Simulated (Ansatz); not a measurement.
Wavefunction ladder for `[SH][SnH]([SH])[SH]`

Cartesian coordinates in Å:
```
S 2.097 0.693 -0.377
Sn 0.132 -0.100 0.747
S -0.509 -2.188 -0.244
S -1.632 1.490 0.407
H 1.383 1.614 -1.046
H 0.429 -0.300 2.411
H 0.263 -1.954 -1.319
H -2.162 0.746 -0.578
```

Charge 0, multiplicity 1. Correlated methods include outer-core shells of Sn, which these sets cover unevenly. Sn takes the def2 core potential. The structure was optimised at the PBE0-D4/def2-TZVP level. It is one conformer, not always the lowest. Frozen core, restricted reference, Ansatz.

| basis | HF (Eh) | MP2 corr. | CCSD corr. | (T) | CCSD(T) total |
| --- | --- | --- | --- | --- | --- |
| def2-SVP | -1407.96710 | ? | -0.56080 | -0.01688 | ? |
| def2-TZVPP | -1408.39526 | -0.85875 | -0.90691 | ? | ? |
| def2-QZVPP | ? | ? | – | – | – |

(1) Fill in the withheld values. (Best estimate.)

Answers

(1) The calculation gave: def2-SVP MP2 corr.: -0.50238; def2-SVP CCSD(T) total: -1408.54478; def2-TZVPP (T): -0.03847; def2-TZVPP CCSD(T) total: -1409.34064; def2-QZVPP HF (Eh): -1408.43123; def2-QZVPP MP2 corr.: -1.12106.
